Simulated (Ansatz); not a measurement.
Breaking the Si3–H4 bond in H4SiSn (SMILES [SiH3][SnH]) (multiplicity 1 held, fragments rigid). Energies count from the point at 1.489 Å.
Geometry at that point (charge 0, multiplicity 1):
```xyz
6

Sn     0.02237     0.53982     0.43432
H     -0.41337     1.51872    -0.98770
Si    -0.03833    -1.60229    -1.15890
H      0.94005    -1.44616    -2.27028
H     -1.38830    -1.75349    -1.76837
H      0.27964    -2.87784    -0.46490
```

R- and RO- levels are restricted; in cc, def2 and unpolarised 6-31G sets they are followed outwards from rest. U- levels take the lowest unrestricted solution at each point, which mixes spins at long bonds. Active spaces are followed from a long bond inwards. Curves can end on different states.

Frozen-core correlation. Filled d and f shells under p-block atoms count as core.

Run with Ansatz (Gaussian orbitals). Values without a source in brackets are computed. In def2 rows elements past Kr take small-core potentials, without spin–orbit coupling.

Energies in kJ/mol.

```json
[
 {"R (Å)": "1.191", "R-HF/def2-SVP": "127", "U-CCSD/def2-SVP": "126", "R-CCSDT/def2-SVP": "126", "R-CCSDT(Q)/def2-SVP": "126", "SC-NEVPT2 on CASSCF(2,2)/def2-SVP": "131", "FIC-MRCISD+Q on CASSCF(2,2)/def2-SVP": "126"},
 {"R (Å)": "1.340", "R-HF/def2-SVP": "25", "U-CCSD/def2-SVP": "25", "R-CCSDT/def2-SVP": "26", "R-CCSDT(Q)/def2-SVP": "26", "SC-NEVPT2 on CASSCF(2,2)/def2-SVP": "28", "FIC-MRCISD+Q on CASSCF(2,2)/def2-SVP": "25"},
 {"R (Å)": "1.489", "R-HF/def2-SVP": "0", "U-CCSD/def2-SVP": "0", "R-CCSDT/def2-SVP": "0", "R-CCSDT(Q)/def2-SVP": "0", "SC-NEVPT2 on CASSCF(2,2)/def2-SVP": "0", "FIC-MRCISD+Q on CASSCF(2,2)/def2-SVP": "0"},
 {"R (Å)": "1.638", "R-HF/def2-SVP": "16", "U-CCSD/def2-SVP": "15", "R-CCSDT/def2-SVP": "14", "R-CCSDT(Q)/def2-SVP": "14", "SC-NEVPT2 on CASSCF(2,2)/def2-SVP": "12", "FIC-MRCISD+Q on CASSCF(2,2)/def2-SVP": "14"},
 {"R (Å)": "1.787", "R-HF/def2-SVP": "54", "U-CCSD/def2-SVP": "50", "R-CCSDT/def2-SVP": "49", "R-CCSDT(Q)/def2-SVP": "48", "SC-NEVPT2 on CASSCF(2,2)/def2-SVP": "44", "FIC-MRCISD+Q on CASSCF(2,2)/def2-SVP": "49"},
 {"R (Å)": "2.010", "R-HF/def2-SVP": "127", "U-CCSD/def2-SVP": "116", "R-CCSDT/def2-SVP": "113", "R-CCSDT(Q)/def2-SVP": "113", "SC-NEVPT2 on CASSCF(2,2)/def2-SVP": "105", "FIC-MRCISD+Q on CASSCF(2,2)/def2-SVP": "113"},
 {"R (Å)": "2.233", "R-HF/def2-SVP": "204", "U-CCSD/def2-SVP": "183", "R-CCSDT/def2-SVP": "176", "R-CCSDT(Q)/def2-SVP": "176", "SC-NEVPT2 on CASSCF(2,2)/def2-SVP": "167", "FIC-MRCISD+Q on CASSCF(2,2)/def2-SVP": "176"},
 {"R (Å)": "2.606", "R-HF/def2-SVP": "321", "U-CCSD/def2-SVP": "275", "R-CCSDT/def2-SVP": "258", "R-CCSDT(Q)/def2-SVP": "257", "SC-NEVPT2 on CASSCF(2,2)/def2-SVP": "247", "FIC-MRCISD+Q on CASSCF(2,2)/def2-SVP": "258"},
 {"R (Å)": "2.978", "R-HF/def2-SVP": "417", "U-CCSD/def2-SVP": "323", "R-CCSDT/def2-SVP": "305", "R-CCSDT(Q)/def2-SVP": "304", "SC-NEVPT2 on CASSCF(2,2)/def2-SVP": "296", "FIC-MRCISD+Q on CASSCF(2,2)/def2-SVP": "308"},
 {"R (Å)": "3.424", "R-HF/def2-SVP": "509", "U-CCSD/def2-SVP": "340", "R-CCSDT/def2-SVP": "330", "R-CCSDT(Q)/def2-SVP": "328", "SC-NEVPT2 on CASSCF(2,2)/def2-SVP": "324", "FIC-MRCISD+Q on CASSCF(2,2)/def2-SVP": "335"},
 {"R (Å)": "4.020", "R-HF/def2-SVP": "598", "U-CCSD/def2-SVP": "344", "R-CCSDT/def2-SVP": "340", "R-CCSDT(Q)/def2-SVP": "337", "SC-NEVPT2 on CASSCF(2,2)/def2-SVP": "335", "FIC-MRCISD+Q on CASSCF(2,2)/def2-SVP": "347"},
 {"R (Å)": "4.764", "R-HF/def2-SVP": "669", "U-CCSD/def2-SVP": "345", "R-CCSDT/def2-SVP": "342", "R-CCSDT(Q)/def2-SVP": "340", "SC-NEVPT2 on CASSCF(2,2)/def2-SVP": "338", "FIC-MRCISD+Q on CASSCF(2,2)/def2-SVP": "350"}
]
```

Doubts at one or more of the structures used: a restricted determinant that unrestricted orbitals would lower (R-HF/def2-SVP, R-CCSDT/def2-SVP, R-CCSDT(Q)/def2-SVP); a spin-contaminated determinant (U-CCSD/def2-SVP); T1 above 0.05 (U-CCSD/def2-SVP, R-CCSDT/def2-SVP, R-CCSDT(Q)/def2-SVP); other coupled-cluster roots lie near (R-CCSDT/def2-SVP, R-CCSDT(Q)/def2-SVP).

Ansatz is a first-principles code.
